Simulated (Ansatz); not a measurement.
Predicting a hybrid from its neighbours: Si2H4OF2

Si2H4OF2 has 9 atoms, charge 0, and is taken as a singlet. SMILES: `O[SiH](F)[SiH2]F`. The coordinates come from a PBE0-D4/def2-TZVP relaxation. This is one conformer, not always the lowest.

The vertical ionisation energy (to the doublet cation) y, in eV, basis def2-SVP; a is the functional's share of exact exchange. Programs: Ansatz 0.2.0.

| functional | program | a | y (eV) |
| --- | --- | --- | --- |
| revPBE | Ansatz | 0 | 9.82 |
| r2SCAN | Ansatz | 0 | 10.14 |
| B3LYP | Ansatz | 0.2 | ? |
| PBE0 | Ansatz | 0.25 | 10.34 |
| r2SCAN0 | Ansatz | 0.25 | 10.49 |
| BHLYP | Ansatz | 0.5 | 10.65 |

Question: Fit y = c + s·a to the known rows and predict B3LYP.

Answer: 
1. Means of the 5 rows: a = 0.2000, y = 10.288.
2. Σ(Δa)² = 0.175, Σ(Δa·Δy) = 0.2445, so the slope is 0.2445/0.175 = 1.3971.
3. Intercept: 10.288 − (1.3971) × 0.2000 = 10.009. The largest residual of the fit is 0.19.
4. B3LYP: 10.009 + (1.3971) × 0.2 = 10.29 eV.

The run gave 10.30 eV, so the prediction is off by -0.01 eV, within the largest residual. The rows mix families of semi-local functionals, which the line can't see.
